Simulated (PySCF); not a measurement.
H₁₀Si₅, charge -1, doublet, geometry from GFN2-xTB (a state made from the parent by changing its charge; the spin is typed, not shown lowest); DF-CAMB3LYP/aug-cc-pVDZ (PySCF).

Input for PySCF:
```python
from pyscf import gto, scf, dft

mol = gto.Mole()
mol.atom = '''
    Si    0.957547    1.343391    1.098534
    Si    1.799188   -0.675108    0.376200
    Si    0.233394   -1.651773   -0.995280
    Si   -1.655614   -0.340993   -0.988454
    Si   -1.339651    1.360828    0.530901
    H     0.883500    1.299259    2.608486
    H     2.154315    2.288434    1.111517
    H     2.321527   -1.685433    1.337023
    H     3.054696   -0.460601   -0.390620
    H    -0.054016   -3.054627   -0.613039
    H     0.752092   -1.885786   -2.363821
    H    -2.824292   -1.170009   -0.591909
    H    -2.074728   -0.061212   -2.389469
    H    -1.444630    2.671965   -0.215614
    H    -2.696567    1.549182    1.200849
'''
mol.basis = 'aug-cc-pvdz'
mol.charge = -1
mol.spin = 1
mol.verbose = 3
mol.build()

mf = dft.UKS(mol)
mf.xc = 'camb3lyp'
mf = mf.density_fit(auxbasis='def2-universal-jkfit')
mf.kernel()
mf.analyze()
```

Problem. What does PySCF print? Leave out banner, timings and long lists.

Solution. 
```
converged SCF energy = -1453.46031344322  <S^2> = 0.75623827  2S+1 = 2.0062286
**** MO energy ****
                             alpha | beta                alpha | beta
MO #1   energy= -66.0602288338651  | -66.0602528684663  occ= 1 | 1
MO #2   energy= -66.057439407472   | -66.0574083942675  occ= 1 | 1
MO #3   energy= -66.0574384296772  | -66.0574074173104  occ= 1 | 1
MO #4   energy= -66.0521117583858  | -66.0514281715364  occ= 1 | 1
MO #5   energy= -66.0521101951885  | -66.0514266137716  occ= 1 | 1
MO #6   energy= -5.21020478204551  | -5.21023326404513  occ= 1 | 1
MO #7   energy= -5.20648332799356  | -5.2064310498745   occ= 1 | 1
MO #8   energy= -5.20644763478659  | -5.20639511171054  occ= 1 | 1
MO #9   energy= -5.19828461746254  | -5.19728106470447  occ= 1 | 1
MO #10  energy= -5.19825654868541  | -5.19725560403436  occ= 1 | 1
MO #11  energy= -3.56917351109551  | -3.56916343123132  occ= 1 | 1
MO #12  energy= -3.56851457097498  | -3.56855273025014  occ= 1 | 1
MO #13  energy= -3.56828987022517  | -3.56833096013783  occ= 1 | 1
MO #14  energy= -3.56541062747662  | -3.56531755282107  occ= 1 | 1
MO #15  energy= -3.56540569227472  | -3.56531205621679  occ= 1 | 1
MO #16  energy= -3.56509681341985  | -3.56505338437461  occ= 1 | 1
MO #17  energy= -3.56507372495751  | -3.56503195188111  occ= 1 | 1
MO #18  energy= -3.56433098893371  | -3.56428910307597  occ= 1 | 1
MO #19  energy= -3.56433017500088  | -3.56428867970419  occ= 1 | 1
MO #20  energy= -3.55764981305921  | -3.55677315215018  occ= 1 | 1
MO #21  energy= -3.55758565524485  | -3.55674156734332  occ= 1 | 1
MO #22  energy= -3.55675830811069  | -3.55651421996641  occ= 1 | 1
MO #23  energy= -3.55662319852031  | -3.55618346072041  occ= 1 | 1
MO #24  energy= -3.55635309270871  | -3.5546842798531   occ= 1 | 1
MO #25  energy= -3.55604184015398  | -3.55453841714471  occ= 1 | 1
MO #26  energy= -0.534915101919204 | -0.530279140726796 occ= 1 | 1
MO #27  energy= -0.478292688056563 | -0.47528630975958  occ= 1 | 1
MO #28  energy= -0.472698510492737 | -0.467510009849553 occ= 1 | 1
MO #29  energy= -0.400548421693097 | -0.398195647910602 occ= 1 | 1
MO #30  energy= -0.39558971555241  | -0.389640860630003 occ= 1 | 1
MO #31  energy= -0.291815060591302 | -0.287267242854305 occ= 1 | 1
MO #32  energy= -0.291593862690915 | -0.283829234004835 occ= 1 | 1
MO #33  energy= -0.267449062036802 | -0.263090773802117 occ= 1 | 1
MO #34  energy= -0.256389610360507 | -0.250218932636965 occ= 1 | 1
MO #35  energy= -0.235348761215175 | -0.226825657371929 occ= 1 | 1
MO #36  energy= -0.233082462902682 | -0.22634855029749  occ= 1 | 1
MO #37  energy= -0.213413379469904 | -0.208693477336988 occ= 1 | 1
MO #38  energy= -0.204967357564996 | -0.199002676794757 occ= 1 | 1
MO #39  energy= -0.181053131722587 | -0.178938769694735 occ= 1 | 1
MO #40  energy= -0.172183111619071 | -0.165207795540363 occ= 1 | 1
MO #41  energy= -0.0172221626665423 | 0.111319457799284  occ= 1 | 0
MO #42  energy= 0.113331684553251  | 0.112501972739646  occ= 0 | 0
MO #43  energy= 0.118221870346425  | 0.116944897015693  occ= 0 | 0
MO #44  energy= 0.118531646782087  | 0.117335810888924  occ= 0 | 0
MO #45  energy= 0.123367177936993  | 0.122164966061372  occ= 0 | 0
MO #46  energy= 0.125303225051735  | 0.126790008171534  occ= 0 | 0
MO #47  energy= 0.140559629969708  | 0.141425054173097  occ= 0 | 0
MO #48  energy= 0.144395364424387  | 0.144465096687419  occ= 0 | 0
MO #49  energy= 0.15495013735512   | 0.154518178175716  occ= 0 | 0

To work with the spin densities directly, `use mulliken_meta_spin()` only printing them here.

 ** Mulliken spin pop alpha/beta on meta-lowdin orthogonal AOs **
 ** Mulliken Spin Density (per atom)  **
spin density of  0 Si =      0.23972
spin density of  1 Si =      0.05506
spin density of  2 Si =      0.02949
spin density of  3 Si =      0.05506
spin density of  4 Si =      0.23973
spin density of  5 H =      0.02711
spin density of  6 H =      0.10033
spin density of  7 H =      0.04157
spin density of  8 H =      0.00648
spin density of  9 H =      0.01497
spin density of  10 H =      0.01497
spin density of  11 H =      0.00648
spin density of  12 H =      0.04158
spin density of  13 H =      0.02712
spin density of  14 H =      0.10033
 ** Mulliken pop alpha/beta on meta-lowdin orthogonal AOs **
 ** Mulliken atomic charges   ( Nelec_alpha | Nelec_beta ) **
charge of  0Si =     -0.01455  (     7.12714      6.88741 )
charge of  1Si =      0.09486  (     6.98010      6.92504 )
charge of  2Si =      0.09881  (     6.96534      6.93585 )
charge of  3Si =      0.09486  (     6.98010      6.92504 )
charge of  4Si =     -0.01455  (     7.12714      6.88741 )
charge of  5H =     -0.14207  (     0.58459      0.55748 )
charge of  6H =     -0.14264  (     0.62149      0.52116 )
charge of  7H =     -0.12351  (     0.58254      0.54097 )
charge of  8H =     -0.11037  (     0.55843      0.55195 )
charge of  9H =     -0.11111  (     0.56304      0.54807 )
charge of  10H =     -0.11112  (     0.56304      0.54807 )
charge of  11H =     -0.11037  (     0.55843      0.55195 )
charge of  12H =     -0.12351  (     0.58255      0.54097 )
charge of  13H =     -0.14207  (     0.58459      0.55748 )
charge of  14H =     -0.14264  (     0.62149      0.52116 )

WARN: System has nonzero charge -1; the dipole moment is origin-dependent.
Location of origin: [0. 0. 0.]

Dipole moment(X, Y, Z, Debye):  0.21407, -1.51461, -0.91264
```
